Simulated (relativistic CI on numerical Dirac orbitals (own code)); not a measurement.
**Line list: Forbidden lines, Ru¹¹⁺**

Method of calculation: Dirac-Coulomb-Breit CI, separate exchange-only KLI orbitals for each configuration, model QED, unscaled Slater integrals (own radial code, finite nucleus).

CI space (outside the closed core [Ar] 3d10): 4s2.4p3, 4s.4p4, 4p5, 4s2.4p2.4d, 4s.4p3.4d, 4s2.4p2.4f, 4s.4p3.4f, 4p4.4d, 4s2.4p2.5s, 4s.4p2.4d2, 4s2.4p2.5p, 4s2.4p.4d.4f, 4s2.4p.4d2, 4s2.4d3, 4s.4p.4d3, 4s2.4d2.4f, 4s.4p.4d2.4f, 4s2.4d2.5s, 4p3.4d2, 4p2.4d3, 4p2.4d2.4f, 4p2.4d2.5s. Double excitations out of closed p, d and f shells are left out; levels of such configurations are missing from the list, as are those of other unlisted configurations, and high levels can miss mixing partners. These lack a partner that the ground configuration has and come out too high: 4s2.4p2.5p.

```
λ vac (Å)                   Lower                   Upper  Type   A (s⁻¹)        gf  Branching (%)
   250.77     4s2.4p3 2D°_5/2 [3]  4s2.4p2.4d 4F_9/2 [21]    M2  9.62e+01  9.07e-09           35.2
   434.90       4s.4p4 4P_5/2 [6]  4s2.4p2.4d 2G_9/2 [26]    E2  1.62e+02  4.58e-08           14.5
   545.52       4s.4p4 4P_5/2 [6]  4s2.4p2.4d 4F_9/2 [21]    E2  1.25e+02  5.56e-08           45.6
   629.84      4s.4p4 2D_5/2 [10]  4s2.4p2.4d 2G_9/2 [26]    E2  5.93e+01  3.53e-08            5.3
   891.73      4s.4p4 2D_5/2 [10]  4s2.4p2.4d 4F_9/2 [21]    E2  6.61e+00  7.88e-09            2.4
   1096.8     4s2.4p3 4S°_3/2 [1]     4s2.4p3 2P°_3/2 [5]    M1  5.70e+02  4.11e-07           22.1
   1450.0     4s2.4p3 4S°_3/2 [1]     4s2.4p3 2P°_1/2 [4]    M1  9.21e+02  5.81e-07           88.3
   1690.5  4s2.4p2.4d 4F_7/2 [17]  4s2.4p2.4d 2G_9/2 [26]    M1  3.90e+02  1.67e-06           35.0
   1727.8     4s2.4p3 2D°_3/2 [2]     4s2.4p3 2P°_3/2 [5]    M1  1.54e+03  2.76e-06           60.0
   2144.6  4s2.4p2.4d 4F_9/2 [21]  4s2.4p2.4d 2G_9/2 [26]    M1  4.38e+02  3.02e-06           39.3
   2165.3     4s2.4p3 2D°_5/2 [3]     4s2.4p3 2P°_3/2 [5]    M1  3.70e+02  1.04e-06           14.4
   2222.8     4s2.4p3 4S°_3/2 [1]     4s2.4p3 2D°_5/2 [3]    E2  1.85e+00  8.24e-09            2.7
   2222.8     4s2.4p3 4S°_3/2 [1]     4s2.4p3 2D°_5/2 [3]    M1  5.33e+01  2.37e-07           79.0
   2803.4     4s2.4p3 2D°_3/2 [2]     4s2.4p3 2P°_1/2 [4]    M1  1.12e+02  2.63e-07           10.7
   3003.5     4s2.4p3 4S°_3/2 [1]     4s2.4p3 2D°_3/2 [2]    M1  4.17e+02  2.26e-06           99.9
   4503.5     4s2.4p3 2P°_1/2 [4]     4s2.4p3 2P°_3/2 [5]    M1  6.93e+01  8.43e-07            2.7
   4675.6  4s2.4p2.4d 4D_7/2 [23]  4s2.4p2.4d 2G_9/2 [26]    M1  4.08e+01  1.34e-06            3.7
   7983.3  4s2.4p2.4d 4F_7/2 [17]  4s2.4p2.4d 4F_9/2 [21]    M1  4.09e+01  3.91e-06           15.0
   8552.6     4s2.4p3 2D°_3/2 [2]     4s2.4p3 2D°_5/2 [3]    M1  1.23e+01  8.09e-07           18.2
```

Terms are leading LS components. Brackets give the number of a level in order of energy, since labels repeat. The list gives strong lines, with weight on those to low levels, among the lowest 200 of 3656 levels, so that lines to higher ones, which can be the strongest, are missing. Levels whose partners in the same complex of configurations lie outside the list can be far off, and so can their lines. Rates are taken at the computed energies, electric ones in the length gauge.

At this charge energies of transitions that change n are usually good to better than 1 %, and those within a shell (Δn = 0) to a few per cent.

Q: From the table, what is the radiative lifetime of 4s2.4p2.4d 2G_9/2?

A: The listed rates from this level add up to about 1.09e+03 s⁻¹, 98 % of its decay; with all channels τ = 8.98e-04 s.

LS names give the leading component of a level, which can be under half, so a name can repeat, a term be missing and a line seem to break the LS rules.
